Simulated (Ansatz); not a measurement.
```yaml
crystal:
  periodic: [false, false, false]
  atoms:
    - {symbol: C, position_ang: [3.432594, -1.780248, -0.021771]}
    - {symbol: C, position_ang: [2.869317, -0.635278, -0.854987]}
    - {symbol: Ga, position_ang: [0.933933, -0.429800, -0.668232]}
    - {symbol: F, position_ang: [-0.301665, -1.524739, -1.276485]}
    - {symbol: Br, position_ang: [0.067881, 1.796519, -1.356410]}
    - {symbol: Ga, position_ang: [-1.074723, 1.820321, 0.874157]}
    - {symbol: F, position_ang: [-0.337561, 3.189861, 1.684952]}
    - {symbol: C, position_ang: [-2.974006, 1.387516, 0.712623]}
    - {symbol: C, position_ang: [-3.244099, 0.107728, -0.065857]}
    - {symbol: Br, position_ang: [0.252679, -0.127594, 1.711773]}
    - {symbol: H, position_ang: [3.234821, -1.640820, 1.043931]}
    - {symbol: H, position_ang: [3.006479, -2.743074, -0.312541]}
    - {symbol: H, position_ang: [4.516954, -1.852800, -0.142774]}
    - {symbol: H, position_ang: [3.316939, 0.320413, -0.572001]}
    - {symbol: H, position_ang: [3.073073, -0.781866, -1.919466]}
    - {symbol: H, position_ang: [-3.366869, 1.327839, 1.731875]}
    - {symbol: H, position_ang: [-3.451168, 2.252092, 0.241922]}
    - {symbol: H, position_ang: [-4.318093, -0.087963, -0.126711]}
    - {symbol: H, position_ang: [-2.860132, 0.162413, -1.086366]}
    - {symbol: H, position_ang: [-2.776364, -0.760520, 0.402378]}
basis:
  gaussian: {orbitals: def2-TZVPD, final_grid: {core_spheres: 1, valence_spheres: 1, degree: 3}}
hamiltonian: {xc: {name: wB97M-V}}
scf: {lower_state_search: full}
output: {forces: true}
```

```sh
$ ansatz run in.yaml --threads 11 --pin off --events-out ev --progress --plain --max-ram 174080MiB --backend cuda --devices 0, --max-vram 75GiB
```

It prints (some lines left out):

```
Functional definition: wB97M-V
3312 factors; their error is unknown
958 factors; integrals over basis functions are off by at most 2.4e-5 eV
mean field evaluation 1: about -254574.3630 eV, gradient 8.4e1 eV
mean field evaluation 2: about -254573.5398 eV, gradient 9.7e1 eV
mean field evaluation 4: about -254587.2575 eV, gradient 3.4e0 eV
mean field evaluation 16: about -254786.2670 eV, gradient 2.5e1 eV
mean field evaluation 32: about -254772.4231 eV, gradient 6.1e1 eV
mean field evaluation 64: about -254774.5074 eV, gradient 2.4e1 eV
a density is far from that of the atoms, so the factors are made again for it
3974 factors; integrals over basis functions are off by at most 5.9e-4 eV
958 factors; integrals over basis functions are off by at most 2.4e-5 eV
mean field -254787.78340735 eV, -9363.2783388576 hartree, gradient 2.2e-5 eV, S^2 0.000000; 0 other end points of the search recorded, 0 dependent functions left out
reference -254787.78352898 eV, -9363.2783433275 hartree; 92, 92 occupied and 448, 448 virtual orbitals, 3974 factors
Total energy: -254787.78352898 eV, -9363.2783433275 hartree
Atom 0 at     3.432594    -1.780248    -0.021771 Å, force    -0.812598    12.208140    -1.751201 eV/Å
Atom 1 at     2.869317    -0.635278    -0.854987 Å, force     0.728463   -12.675266     2.708844 eV/Å
Atom 2 at     0.933933    -0.429800    -0.668232 Å, force   -13.583344    -8.720275    -8.630252 eV/Å
Atom 3 at    -0.301665    -1.524739    -1.276485 Å, force    13.288597     9.319439     6.883588 eV/Å
Atom 4 at     0.067881     1.796519    -1.356410 Å, force     2.095713    -0.477636     6.911892 eV/Å
Atom 5 at    -1.074723     1.820321     0.874157 Å, force    -3.627958     0.467838    -1.062035 eV/Å
Atom 6 at    -0.337561     3.189861     1.684952 Å, force    -1.158757    -3.117661    -2.217688 eV/Å
Atom 7 at    -2.974006     1.387516     0.712623 Å, force     0.609113    -3.578260    -6.372331 eV/Å
Atom 8 at    -3.244099     0.107728    -0.065857 Å, force     0.171335     3.694714     6.839993 eV/Å
Atom 9 at     0.252679    -0.127594     1.711773 Å, force     1.199648     2.893651    -3.453086 eV/Å
Atom 10 at     3.234821    -1.640820     1.043931 Å, force     0.936389    -2.302945    -3.880264 eV/Å
Atom 11 at     3.006479    -2.743074    -0.312541 Å, force     0.615579     1.864813     0.636501 eV/Å
Atom 12 at     4.516954    -1.852800    -0.142774 Å, force    -4.844997    -1.228576     0.032073 eV/Å
Atom 13 at     3.316939     0.320413    -0.572001 Å, force    -0.857087    -1.069078     0.027763 eV/Å
Atom 14 at     3.073073    -0.781866    -1.919466 Å, force    -0.816297     2.632864     3.939449 eV/Å
Atom 15 at    -3.366869     1.327839     1.731875 Å, force     1.874076    -0.903158    -3.666303 eV/Å
Atom 16 at    -3.451168     2.252092     0.241922 Å, force     2.222784    -4.990480     1.823983 eV/Å
Atom 17 at    -4.318093    -0.087963    -0.126711 Å, force     5.827526     0.283299    -0.225169 eV/Å
Atom 18 at    -2.860132     0.162413    -1.086366 Å, force    -2.161199     0.912854     3.618349 eV/Å
Atom 19 at    -2.776364    -0.760520     0.402378 Å, force    -1.706986     4.785724    -2.164108 eV/Å
Dipole moment:    -0.008991    -0.220047    -0.052478 e Å
```

Task: Something in this input is off. What?

Result: The integration grid is far too coarse. The calculation finished and met its thresholds. The result belongs to that input, not to the molecule as meant.
